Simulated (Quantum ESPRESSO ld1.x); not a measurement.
Task: The aim is neutral iodine in [Kr] 4d10 5s2 5p5. This ld1.x (Quantum ESPRESSO 7.5) run was made with `OMP_NUM_THREADS=1 ld1.x < ld1.in > ld1.out`. Can the result be used? Name any fault.

```
 &input
    zed=53.0,
    iswitch=1,
    rel=2,
    dft='PW',
    config='[Kr] 4d10 5s2 5p5 6p2',
    lsmall=.true.,
    prefix='ld1',
    max_out_wfc=37,
    file_charge='ld1.rho',
 /
```

Output (excerpt):

```
     Program LD1 v.7.5 starts

 state nlj           6           1  0.50000000000000000       not converged   [7 such lines]
 state nlj           6           1   1.5000000000000000       not converged   [7 such lines]
 classical turning point too close to mesh           6           1           1   [3 such lines]
 classical turning point too close to mesh           6           1          -2   [3 such lines]
 state nlj           6           1  0.50000000000000000       not converged   [2 such lines]
 state nlj           6           1   1.5000000000000000       not converged   [2 such lines]
 classical turning point too close to mesh           6           1           1   [3 such lines]
 classical turning point too close to mesh           6           1          -2   [3 such lines]
 state nlj           6           1  0.50000000000000000       not converged   [3 such lines]
 state nlj           6           1   1.5000000000000000       not converged   [3 such lines]
 classical turning point too close to mesh           6           1           1
 classical turning point too close to mesh           6           1          -2
 state nlj           6           1  0.50000000000000000       not converged   [10 such lines]
 state nlj           6           1   1.5000000000000000       not converged   [10 such lines]
     Message from routine scf:
     warning: at least one error in KS equations
     --------------------------- All-electron run ----------------------------

     dirac relativistic calculation

     atomic number is 53.00
     dft =PW   lsd =0 sic =0 latt =0  beta=0.20 tr2=1.0E-14
     Exchange-correlation= PW
                           (   1   4   0   0   0   0   0)
     mesh =2073 r(mesh) = 100.05380 a.u. xmin = -8.00 dx = 0.00800
     1 Ry =  13.60569312 eV, c = 137.03599908

     n l j   nl                  e(Ry)          e(Ha)          e(eV)
     Spin orbit split results
     1 0 0.5 1S 1( 2.00)     -2419.8687     -1209.9344    -32923.9914
     2 0 0.5 2S 1( 2.00)      -373.8174      -186.9087     -5086.0445
     2 1 0.5 2P 1( 2.00)      -350.9060      -175.4530     -4774.3192
     2 1 1.5 2P 1( 4.00)      -328.9793      -164.4897     -4475.9917
     3 0 0.5 3S 1( 2.00)       -75.4076       -37.7038     -1025.9733
     3 1 0.5 3P 1( 2.00)       -65.9189       -32.9595      -896.8728
     3 1 1.5 3P 1( 4.00)       -61.7944       -30.8972      -840.7550
     4 0 0.5 4S 1( 2.00)       -13.2206        -6.6103      -179.8758
     4 1 0.5 4P 1( 2.00)        -9.9065        -4.9532      -134.7845
     4 1 1.5 4P 1( 4.00)        -9.0953        -4.5477      -123.7479
     3 2 1.5 3D 1( 4.00)       -45.0132       -22.5066      -612.4353
     3 2 2.5 3D 1( 6.00)       -44.1449       -22.0724      -600.6214
     4 2 1.5 4D 1( 4.00)        -3.7634        -1.8817       -51.2030
     4 2 2.5 4D 1( 6.00)        -3.6367        -1.8183       -49.4793
     5 0 0.5 5S 1( 2.00)        -1.2912        -0.6456       -17.5682
     5 1 0.5 5P 1( 2.00)        -0.5809        -0.2904        -7.9035
     5 1 1.5 5P 1( 3.00)        -0.5053        -0.2526        -6.8744
     6 1 0.5 6P 1( 2.00)        -1.4731        -0.7365       -20.0424
     6 1 1.5 6P 1( 0.00)        -1.4691        -0.7346       -19.9883
     Averaged results
     1 0     1S 1( 2.00)     -2419.8687     -1209.9344    -32923.9914
     2 0     2S 1( 2.00)      -373.8174      -186.9087     -5086.0445
     2 1     2P 1( 6.00)      -336.2882      -168.1441     -4575.4342
     3 0     3S 1( 2.00)       -75.4076       -37.7038     -1025.9733
     3 1     3P 1( 6.00)       -63.1692       -31.5846      -859.4609
     4 0     4S 1( 2.00)       -13.2206        -6.6103      -179.8758
     4 1     4P 1( 6.00)        -9.3657        -4.6828      -127.4268
     3 2     3D 1(10.00)       -44.4922       -22.2461      -605.3470
     4 2     4D 1(10.00)        -3.6873        -1.8437       -50.1688
     5 0     5S 1( 2.00)        -1.2912        -0.6456       -17.5682
     5 1     5P 1( 5.00)        -0.5305        -0.2652        -7.2175
     6 1     6P 1( 2.00)        -1.4704        -0.7352       -20.0063

     final scf error:  4.3E-15 reached in  31 iterations

     Etot =  -14229.442700 Ry,   -7114.721350 Ha, -193601.430685 eV

     Ekin =   15073.182500 Ry,    7536.591250 Ha,  205081.095476 eV
     Encl =  -34587.728335 Ry,  -17293.864168 Ha, -470590.017552 eV
     Eh   =    5636.580215 Ry,    2818.290107 Ha,   76689.580665 eV
     Exc  =    -351.477079 Ry,    -175.738539 Ha,   -4782.089273 eV
```

Result: No (spurious). The line at issue: config='[Kr] 4d10 5s2 5p5 6p2'. The string holds 55 electrons for Z = 53, so the species has charge -2 and is not the one meant. The equations of the added shell fail (the log warns of at least one error in the KS equations), so the printed solution is spurious even though the residual is small. The sound input gives -7113.25 hartree.
